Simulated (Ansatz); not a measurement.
A nudged elastic band was laid between two geometries of Cl3HOTi + H2 (8 atoms, charge 0, multiplicity 1).

Level of theory: RKS PBE0-D4/def2-SVP (Ansatz).

```
movable images  : 5
climbing image  : yes
spring          : 5.0 eV/Å²
optimiser       : quadratic models (default)
start path      : through a guess of the saddle point
force threshold : 0.05 eV/Å
iteration limit : 60
end points      : relaxed
```

Image 0:

```xyz
8
Properties=species:S:1:pos:R:3
Ti -0.223 0.276 -0.041
Cl -0.280 0.408 2.131
Cl 1.825 0.368 -0.770
O -1.127 1.593 -0.702
H -1.985 1.828 -1.071
Cl -1.181 -1.566 -0.677
H 1.747 -2.593 1.196
H 1.499 -2.263 1.836
```

Image 6:

```xyz
8
Properties=species:S:1:pos:R:3
Ti 0.063 -0.613 -0.808
Cl 0.254 0.751 2.812
Cl 2.008 0.229 -1.272
O -1.033 0.493 -0.060
H -0.985 1.076 0.716
Cl -0.858 -1.979 -2.232
H 0.416 -1.529 0.554
H 0.410 -0.377 2.191
```

Which bonds break or form, and what moves?

Bonds broken: Ti1–Cl2, H7–H8. Bonds formed: Ti1–H7, Cl2–H8. Cl3HOTi + H2 becomes Cl2H2OTi + ClH.

What energy profile does the band end with?

It converged. The highest image is number 5 of 0 to 6, 1.61 eV above the first end and 0.10 eV above the last; the last end lies 1.51 eV above the first. A vibrational analysis at the climbing image gives one clearly imaginary mode, 107i cm⁻¹: a first-order saddle point. The orbitals stay closed-shell, which can raise the energy where a bond breaks towards radicals; this wasn't checked here.

```tsv
image	path coordinate (Å)	energy (eV)	Ti1–Cl2 (Å)	H7–H8 (Å)	Ti1–H7 (Å)
0	0.00	0.00	2.18	0.76	3.69
1	1.33	0.00	2.17	0.76	3.83
2	2.65	0.01	2.17	0.76	4.07
3	3.98	0.15	2.18	0.76	3.26
4	5.30	0.57	2.27	0.78	2.19
5	6.62	1.61	2.92	1.34	1.72
6	8.11	1.51	3.87	2.00	1.68
```

What is the geometry of the highest image?


```xyz
8
Properties=species:S:1:pos:R:3:forces:R:3
Ti 0.086 -0.479 -0.385 -0.01 0.00 -0.01
Cl 0.774 0.449 2.297 0.00 0.00 0.00
Cl 2.017 0.350 -0.965 0.00 0.00 0.00
O -1.247 0.616 -0.160 0.05 -0.01 0.01
H -1.308 1.476 0.274 -0.03 0.02 0.00
Cl -0.507 -1.931 -1.877 0.00 0.00 0.00
H 0.060 -1.651 0.879 0.00 -0.01 0.00
H 0.400 -0.778 1.840 0.00 0.00 0.00
```

What are the harmonic wavenumbers there?

107i, 88, 93, 127, 144, 177, 271, 334, 414, 448, 490, 602, 756, 861, 1020, 1548, 2105, 3895 cm⁻¹.

The band took 28 iterations and of the order of 22 core-minutes.

Time of the run: 6 min on 4 threads of Arm Neoverse V1, on a shared host, peak memory 0.32 GiB.
